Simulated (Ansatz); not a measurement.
A calculation with Ansatz (development build ahead of 0.2.0).

```yaml
crystal:
  periodic: [false, false, false]
  atoms:
    - { symbol: Ga, position_ang: [0.0, 0.0, 0.0] }
basis:
  gaussian: { orbitals: STO-3G }
magnetization:
  initial_magnetization: 1
hamiltonian:
  xc: hf
```

The input is written out in the form of the current development build from the run's settings.

Results

| Item | Value |
| --- | --- |
| Converged | yes |
| Total energy | -1900.88940 hartree |
| Spin squared of the determinant | 0.750 |
